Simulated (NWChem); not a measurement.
System: CH$_{7}$FSi$_{2}$; SMILES [Si@@H](F)(C)[SiH3]

NWChem input:

```
start job
memory heap 200 mb stack 900 mb global 1100 mb
geometry units angstroms noautoz
  C     -1.353743    -1.499150    -0.286326
  Si     0.102318    -0.534508     0.375155
  F      1.465995    -1.093889    -0.337061
  Si    -0.050593     1.761428    -0.094737
  H     -2.283712    -1.177186     0.209154
  H     -1.221223    -2.575982    -0.097408
  H     -1.471988    -1.350511    -1.370395
  H      0.252587    -0.762277     1.844886
  H     -1.270030     2.323613     0.568348
  H     -0.170285     1.983983    -1.569252
  H      1.148980     2.496630     0.409761
end
basis spherical
  C library 6-31g*
  Si library 6-31g*
  F library 6-31g*
  H library 6-31g*
end
dft
  xc xpbe96 cpbe96
  iterations 150
  vectors input atomic output neutral.movecs
end
task dft energy
charge 1
dft
  odft
  mult 2
  vectors input atomic output cation.movecs
end
task dft energy
```

Excerpt of the output:

```
             Northwest Computational Chemistry Package (NWChem) 7.3.0
             --------------------------------------------------------

 C1  symmetry detected

                             Geometry "geometry" -> ""
                             -------------------------

 Output coordinates in angstroms (scale by  1.889725989 to convert to a.u.)

  No.       Tag          Charge          X              Y              Z
 ---- ---------------- ---------- -------------- -------------- --------------
    1 C                    6.0000    -1.40342211    -1.44988819    -0.28333026
    2 Si                  14.0000     0.06487313    -0.51831077     0.39819562
    3 F                    9.0000     1.42670005    -1.12104488    -0.28144601
    4 Si                  14.0000    -0.01656648     1.77621419    -0.09579342
    5 H                    1.0000    -2.33393238    -1.09823958     0.19048140
    6 H                    1.0000    -1.30383673    -2.52799877    -0.08188784
    7 H                    1.0000    -1.49619581    -1.30870244    -1.37086907
    8 H                    1.0000     0.17990471    -0.73569448     1.87267206
    9 H                    1.0000    -1.23318929     2.37739686     0.53758533
   10 H                    1.0000    -0.10108491     1.98751787    -1.57439370
   11 H                    1.0000     1.19227357     2.48380582     0.42577672

 Effective nuclear repulsion energy (a.u.)     221.1199301818

  pbe96 is a nonlocal functional; adding pw91lda local functional.

                                 NWChem DFT Module
                                 -----------------

 Summary of "ao basis" -> "ao basis" (spherical)
 ------------------------------------------------------------------------------
       Tag                 Description            Shells   Functions and Types
 ---------------- ------------------------------  ------  ---------------------
 C                           6-31g*                  6       14   3s2p1d
 Si                          6-31g*                  8       18   4s3p1d
 F                           6-31g*                  6       14   3s2p1d
 H                           6-31g*                  2        2   2s

            General Information
            -------------------
          SCF calculation type: DFT
          Wavefunction type:  closed shell.
          No. of atoms     :    11
          No. of electrons :    50
           Alpha electrons :    25
            Beta electrons :    25
          Charge           :     0
          Spin multiplicity:     1
          Use of symmetry is: off; symmetry adaption is: off
          Maximum number of iterations: 150
          AO basis - number of functions:    78
                     number of shells:    42
          Convergence on energy requested:  1.00D-06
          Convergence on density requested:  1.00D-05
          Convergence on gradient requested:  5.00D-04

              XC Information
              --------------
          PerdewBurkeErnzerhof Exchange Functional  1.000
            Perdew 1991 LDA Correlation Functional  1.000 local
           PerdewBurkeErnz. Correlation Functional  1.000 non-local

             Grid Information
             ----------------
          Grid used for XC integration:  medium
          Radial quadrature: Mura-Knowles
          Angular quadrature: Lebedev.
          Tag              B.-S. Rad. Rad. Pts. Rad. Cut. Ang. Pts.
          ---              ---------- --------- --------- ---------
          C                   0.70       49          11.0       434
          Si                  1.10       88          11.0       590
          F                   0.50       49          11.0       434
          H                   0.35       45          12.0       434
          Grid pruning is: on
          Number of quadrature shells:   589
          Spatial weights used:  Erf1

      Superposition of Atomic Density Guess
      -------------------------------------

 Sum of atomic energies:        -718.15482899

      Non-variational initial energy
      ------------------------------

 Total energy =    -719.524507
 1-e energy   =   -1434.336530
 2-e energy   =     493.692093
 HOMO         =      -0.306849
 LUMO         =       0.036989

   convergence    iter        energy       DeltaE   RMS-Dens  Diis-err
 ---------------- ----- ----------------- --------- --------- ---------
 d= 0,ls=0.0,diis     1   -720.6239906168 -9.42D+02  2.27D-02  5.89D-01
 d= 0,ls=0.0,diis     2   -720.4864748186  1.38D-01  1.47D-02  2.26D+00
 d= 0,ls=0.0,diis     3   -720.6881440980 -2.02D-01  2.20D-03  3.45D-02
 d= 0,ls=0.0,diis     4   -720.6902541232 -2.11D-03  9.90D-04  6.80D-03
 d= 0,ls=0.0,diis     5   -720.6912084596 -9.54D-04  2.41D-04  4.93D-04
  Resetting Diis
 d= 0,ls=0.0,diis     6   -720.6912731467 -6.47D-05  8.23D-05  3.30D-05
 d= 0,ls=0.0,diis     7   -720.6912783898 -5.24D-06  3.49D-05  1.19D-06
 d= 0,ls=0.0,diis     8   -720.6912782558  1.34D-07  1.92D-05  2.65D-06
 d= 0,ls=0.0,diis     9   -720.6912785843 -3.28D-07  3.22D-06  9.40D-08

         Total DFT energy =     -720.691278584277
      One electron energy =    -1438.046045809102
           Coulomb energy =      556.129850533854
    Exchange-Corr. energy =      -59.895013490816
 Nuclear repulsion energy =      221.119930181786

 Numeric. integr. density =       49.999986368679

                       DFT Final Molecular Orbital Analysis
                       ------------------------------------

 Vector   23  Occ=2.000000D+00  E=-3.103336D-01
              MO Center= -2.3D-01,  2.0D+00,  2.1D-01, r^2= 2.7D+00
   Bfn.  Coefficient  Atom+Function         Bfn.  Coefficient  Atom+Function
  ----- ------------  ---------------      ----- ------------  ---------------
    53      0.381495   4 Si px               74     -0.290681   9 H  s
    73     -0.263497   9 H  s                78      0.201775  11 H  s
    77      0.190396  11 H  s                49     -0.160059   4 Si px
    55     -0.131311   4 Si pz               36     -0.110425   3 F  py
    76      0.091997  10 H  s                57      0.091360   4 Si px

 Vector   24  Occ=2.000000D+00  E=-2.793371D-01
              MO Center= -1.7D-01, -8.4D-01,  3.5D-01, r^2= 3.4D+00
   Bfn.  Coefficient  Atom+Function         Bfn.  Coefficient  Atom+Function
  ----- ------------  ---------------      ----- ------------  ---------------
    72      0.304543   8 H  s                 3     -0.261290   1 C  px
    23      0.249562   2 Si pz               37     -0.245990   3 F  pz
    71      0.210054   8 H  s                41     -0.181931   3 F  pz
    21      0.172981   2 Si px               35     -0.168187   3 F  px
     7     -0.158015   1 C  px                5     -0.145718   1 C  pz

 Vector   25  Occ=2.000000D+00  E=-2.471258D-01
              MO Center=  2.8D-02,  3.8D-01,  1.3D-01, r^2= 3.7D+00
   Bfn.  Coefficient  Atom+Function         Bfn.  Coefficient  Atom+Function
  ----- ------------  ---------------      ----- ------------  ---------------
    54      0.399518   4 Si py               22     -0.344164   2 Si py
    36      0.236089   3 F  py               40      0.178057   3 F  py
    58      0.170226   4 Si py               72      0.171014   8 H  s
    50     -0.156440   4 Si py                4      0.133859   1 C  py
    56     -0.134187   4 Si s                18      0.132519   2 Si py

 Vector   26  Occ=0.000000D+00  E=-2.650030D-02
              MO Center=  8.9D-02,  2.7D-01,  2.4D-01, r^2= 4.4D+00
   Bfn.  Coefficient  Atom+Function         Bfn.  Coefficient  Atom+Function
  ----- ------------  ---------------      ----- ------------  ---------------
    25      0.572616   2 Si px               74      0.500700   9 H  s
    57      0.376202   4 Si px               56      0.362405   4 Si s
    26     -0.344951   2 Si py               38     -0.342607   3 F  s
    24     -0.333421   2 Si s                21      0.306684   2 Si px
    76     -0.300479  10 H  s                78     -0.287640  11 H  s

 Vector   27  Occ=0.000000D+00  E=-4.027717D-03
              MO Center= -1.7D-01,  7.1D-01,  9.0D-02, r^2= 5.2D+00
   Bfn.  Coefficient  Atom+Function         Bfn.  Coefficient  Atom+Function
  ----- ------------  ---------------      ----- ------------  ---------------
    76      0.700252  10 H  s                 6      0.683003   1 C  s
    59      0.642052   4 Si pz               78     -0.643287  11 H  s
    26      0.498730   2 Si py               58      0.472111   4 Si py
    56     -0.417147   4 Si s                57      0.381529   4 Si px
    68     -0.285157   6 H  s                72     -0.281685   8 H  s

 Vector   28  Occ=0.000000D+00  E= 1.764079D-02
              MO Center= -4.1D-02,  1.5D+00, -5.1D-03, r^2= 5.5D+00
   Bfn.  Coefficient  Atom+Function         Bfn.  Coefficient  Atom+Function
  ----- ------------  ---------------      ----- ------------  ---------------
    24      1.440122   2 Si s                58      1.388644   4 Si py
    56     -0.948925   4 Si s                26      0.859114   2 Si py
    59     -0.460376   4 Si pz               20      0.387713   2 Si s
    22      0.355816   2 Si py               27     -0.308685   2 Si pz
    76     -0.276752  10 H  s                54      0.214249   4 Si py

     Multipole analysis of the density
     ---------------------------------

     L   x y z        total         alpha         beta         nuclear
     -   - - -        -----         -----         ----         -------
     0   0 0 0     -0.000000    -25.000000    -25.000000     50.000000

     1   1 0 0     -0.644331     -0.322165     -0.322165      0.000000
     1   0 1 0     -0.092268     -0.046134     -0.046134     -0.000000
     1   0 0 1      0.079228      0.039614      0.039614      0.000000

[...]
```

Level: PBE/6-31G* (spherical d), vertical spin-unrestricted ions. Geometry: optimised at PBE0/def2-SVP.
